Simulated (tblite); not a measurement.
Species: C2H10FPSi3.
Atom-mapped SMILES: `[CH2:1]=[CH:2][SiH2:3][P:4]([SiH3:5])[SiH2:6][F:7]` (hydrogens: H8, H9 on C1; H10 on C2; H11, H12 on Si3; H13, H14, H15 on Si5; H16, H17 on Si6)

Structure used (GFN2-xTB), in Å, numbered top down from 1:
```
atom  x, y, z in Å
C1     3.0229    0.3711   -0.7661
C2     2.2204   -0.6773   -0.6694
Si3    0.8567   -0.8803    0.6094
P4    -1.0614   -0.7174   -0.5308
Si5   -2.6067   -0.8549    1.0708
Si6   -1.0446    1.4565   -0.9558
F7    -2.4877    1.8353   -1.5570
H8     2.9717    1.1907   -0.0671
H9     3.7702    0.4611   -1.5401
H10    2.3161   -1.4695   -1.4032
H11    0.9941    0.1329    1.6649
H12    0.8738   -2.2193    1.2051
H13   -2.3680    0.0761    2.1788
H14   -3.8953   -0.5691    0.4481
H15   -2.5506   -2.2282    1.5683
H16   -0.9265    2.3490    0.1926
H17   -0.0921    1.7554   -2.0131
```

Level: GFN2-xTB in tblite, geometry and Hessian alike; calculated harmonic values, unscaled, isolated species. This tight-binding method is rough: wavenumbers can miss measured ones by several per cent, in bad cases by 10 to 20. Modes of hydrogen on silicon can be 10 to 20 % off. One conformer, not necessarily the lowest.

Harmonic wavenumbers (cm⁻¹): 26.1, 33.2, 38.5, 73.4, 78.2, 89.6, 118.0, 136.5, 182.5, 279.9, 408.9, 444.7, 465.7, 468.5, 493.2, 515.4, 527.6, 555.3, 570.2, 584.8, 668.9, 705.5, 719.4, 748.7, 756.2, 763.2, 773.3, 782.5, 820.9, 915.9, 1005.1, 1021.7, 1266.2, 1417.9, 1664.4, 2180.8, 2215.8, 2224.9, 2265.7, 2272.5, 2289.0, 2323.0, 3025.9, 3074.0, 3098.1.

A = 1461, B = 817.3, C = 570.3 MHz; mass 167.981 u (most abundant isotopes); point group C1, symmetry number 1.

Q: Zero-point energy?

A: Half the sum of the wavenumbers: 22545 cm⁻¹ = 269.70 kJ/mol.

Q: Entropy at 350 K, 1 bar (ideal gas, RRHO, classical rotation)?

A: Translation 176.09, rotation 129.76, vibration 228.62: S = 534.5 J/(mol K).

Q: And Cp and H(350 K) − H(0)?

A: Cp = 219.76 J/(mol K), of which vibrations give 186.50 (their classical limit is 45 R = 374.2); H(350 K) − H(0) = 48.62 kJ/mol without the zero-point energy, 36.98 from vibrations.

Q: How do the functions run with temperature in this model?

A: 
```tsv
T (K)	S (J/(mol K))	Cp (J/(mol K))	H − H(0) (kJ/mol)	G − H(0) (kJ/mol)	ln q(vib)
100	343.8	103.9	7.48	-26.90	4.58
200	430.4	153.6	20.25	-65.82	9.04
300	502.0	201.0	38.09	-112.52	12.94
500	620.4	261.4	84.93	-225.26	19.97
800	755.4	312.4	171.70	-432.60	28.95
1000	827.6	334.4	236.50	-591.09	34.11
```

q(vib) and H(0) count from the zero-point level.

Q: Blend soft modes into free rotors: weight 1/[1 + (100 cm⁻¹/ν̃)⁴] for the oscillator and the rest for a rotor with moment μB/(μ + B), μ = h/(8π²ν), B = 10⁻⁴⁴ kg m². What vibrational entropy results?

A: 195.54 J/(mol K) in place of 228.62, which changes −T·S at 350 K by +11.58 kJ/mol.

Hindered rotation and anharmonicity are outside this model. Other conformers, if any are populated, would add a mixing term that is left out. The structure is chiral; the term R ln 2 for an equal mix with its mirror image is left out.

Hardware: one thread of an Arm Neoverse V2, shared host. Cost: 0.74 s. The figure is for the frequency step alone.
